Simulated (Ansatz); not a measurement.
Geometry optimisation, Ansatz 0.2.0, RKS PBE-D4/def2-SVP.

The input (input.yaml):

```yaml
crystal:
  periodic: [false, false, false]
  atoms:
    - { symbol: "N", position_ang: [0.3262, 0.3218, 1.8228] }
    - { symbol: Si, position_ang: [0.8082, -0.206, 0.3137] }
    - { symbol: C, position_ang: [-0.6465, -0.9736, -0.474] }
    - { symbol: C, position_ang: [-0.117, 0.1089, -1.0642] }
    - { symbol: S, position_ang: [-0.5732, 1.036, -2.3603] }
    - { symbol: H, position_ang: [-0.1361, -0.3886, 2.3278] }
    - { symbol: H, position_ang: [-0.4543, 1.0305, 1.6661] }
    - { symbol: H, position_ang: [1.8632, -1.2541, 0.4204] }
    - { symbol: H, position_ang: [-1.3563, -1.7174, -0.4577] }
    - { symbol: H, position_ang: [0.3689, 1.9913, -2.1916] }
basis:
  gaussian: { orbitals: def2-SVP }
hamiltonian:
  xc: pbe
  dispersion: d4
relax:
  f_tol: 0.015
  max_steps: 40
```

Launched with:

```bash
$ ansatz run input.yaml --threads 2 --pin off --max-ram 3072MiB --backend cpu --events-out ev --progress --plain --runs-dir out
```

**Question.** Where does it end, and by what steps?

**Answer.** The run converged. The force dipped under the threshold on the way, but the program's further checks kept it going. After 20 steps the energy has fallen by 1.630 eV; H6 moved furthest, 1.35 Å.

```tsv
step	energy less start (eV)	largest force component (eV/Å)	accepted
0	0.0000	4.005	yes
1	-1.0414	2.053	yes
2	-1.4340	0.646	yes
3	-1.5023	0.509	yes
4	-1.5384	0.960	yes
5	-1.5838	0.227	yes
6	-1.5895	0.574	yes
7	-1.5912	0.247	yes
8	-1.5566	1.122	no
9	-1.6119	0.139	yes
10	-1.6203	0.098	yes
11	-1.6193	0.208	no
12	-1.6213	0.060	yes
13	-1.6229	0.118	yes
14	-1.6263	0.138	yes
15	-1.6295	0.020	yes
16	-1.6288	0.104	no
17	-1.6298	0.033	yes
18	-1.6294	0.102	no
19	-1.6299	0.013	yes
20	-1.6300	0.013	yes
```

```xyz
10
Properties=species:S:1:pos:R:3
N 0.114 0.147 2.008
Si 0.476 -0.512 0.452
C -0.791 -1.077 -0.710
C -0.191 0.067 -1.166
S -0.441 1.077 -2.564
H 0.865 0.465 2.623
H -0.765 0.634 2.191
H 1.855 -1.087 0.557
H -1.602 -1.727 -1.076
H 0.564 1.962 -2.311
```

Run time: 43 s on 2 threads of Arm Neoverse V1, on a shared host, peak memory 0.15 GiB.
